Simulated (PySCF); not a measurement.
## How the method changes the constants of GeI

State: ²Π (doublet), unpaired electrons π ↑. Set-up: Ge def2-TZVPP, I def2-TZVPP with ECP28; scalar-relativistic core potentials (PySCF 2.14). De refers to Ge + I in their high-spin ground configurations, without counterpoise correction. The functionals are run spin-unrestricted. A positive dipole means Ge(−)I(+).

| Level | Re (Å) | ωe (cm⁻¹) | De (eV) | μ (D) | CPU s a point (SCF and correlation, without the integrals) |
| --- | --- | --- | --- | --- | --- |
| UHF | 2.566 | 234 | 1.86 | -1.98 | 2.1 |
| UHF-MP2 | 2.506 | 252 | 3.11 | n/a | 4.3 |
| UHF-SCS-MP2 | 2.521 | 247 | 2.97 | n/a | n/a |
| UHF-CCSD | 2.523 | 247 | 2.81 | n/a | n/a |
| UHF-CCSD(T) | 2.524 | 246 | 2.98 | n/a | 320 |
| PBE | 2.546 | 235 | 3.36 | -1.10 | 2.2 |
| PBEsol | 2.520 | 243 | 3.60 | -0.96 | 1.5 |
| r²SCAN | 2.525 | 243 | 3.26 | -1.03 | 3.3 |
| M06-L | 2.538 | 237 | 3.32 | -0.76 | 5.5 |
| r²SCANh | 2.520 | 245 | 3.20 | -1.10 | 4.4 |
| PBE0 | 2.526 | 244 | 3.19 | -1.25 | 4.4 |
| ωB97M-V | 2.523 | 246 | 3.04 | -1.52 | 12 |
| B2PLYP | 2.537 | 240 | 3.10 | -1.58 | 4.6 |

The bond length runs from 2.506 Å (UHF-MP2) to 2.566 Å (UHF). De spans 1.86 eV (UHF, mean field) to 3.60 eV (PBEsol, GGA). Correlation at CCSD(T) changes the Hartree–Fock bond energy by +1.12 eV; the triples alone change it by +0.17 eV.

Correlated steps freeze 13 core orbitals. Spin–orbit coupling is left out, which matters for elements this heavy, above all for dissociation energies. B2PLYP dipoles, levels and charges come from its SCF part alone. The state is the lowest determinant that a PBE0 search found; another state may lie lower at other levels.

The whole job (state search and all levels along the bond) took about 28 min on 2 threads of Arm Neoverse V1 (shared host), peak memory 3.2 GiB.
